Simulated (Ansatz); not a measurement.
Si₂ (SMILES [Si]=[Si]), triplet, geometry from GFN2-xTB. Base run: PBE0/6-31G (Ansatz, an electronic-structure program).

The Ansatz input:
Ansatz 0.2 input:
```yaml
crystal:
  periodic: [false, false, false]
  atoms:
    - {symbol: Si, position_ang: [-0.00000000, -0.00000000, -1.08705736]}
    - {symbol: Si, position_ang: [0.00000000, 0.00000000, 1.08705736]}
basis:
  gaussian:
    orbitals: 6-31G
hamiltonian:
  xc: pbe0
magnetization: {spin_polarized: true, initial_magnetization: 2}
```

Each row names what was changed in the base input (with any setting that the change needs).

| change | ΔE vs base (mEh) |
|---|---|
| base | 0.000 |
| occupation = up:Ag:4 B1u:4 B2g:1 B2u:2 B3g:2 B3u:2 down:Ag:4 B1u:4 B2g:1 B2u:2 B3g:1 B3u:1 | 128.2 |
| occupation = up:Ag:5 B1u:5 B2u:2 B3g:1 B3u:2 down:Ag:4 B1u:4 B2g:1 B2u:2 B3g:1 B3u:1 | 3807.6 |
| occupation = up:Ag:5 B1u:4 B2g:1 B2u:1 B3g:2 B3u:2 down:Ag:4 B1u:4 B2g:1 B2u:2 B3g:1 B3u:1 | 111.3 |
| symmetry_tolerance_ang = 0.01 | 0.000 |
| occupation = up:Ag:5 B1u:4 B2u:2 B3g:1 B3u:3 down:Ag:4 B1u:4 B2g:1 B2u:2 B3g:1 B3u:1 | 3992.8 |
| occupation = up:Ag:5 B1u:4 B2g:1 B2u:2 B3g:1 B3u:2 down:Ag:4 B1u:4 B2g:1 B2u:2 B3g:1 B3u:1 | 0.000 |
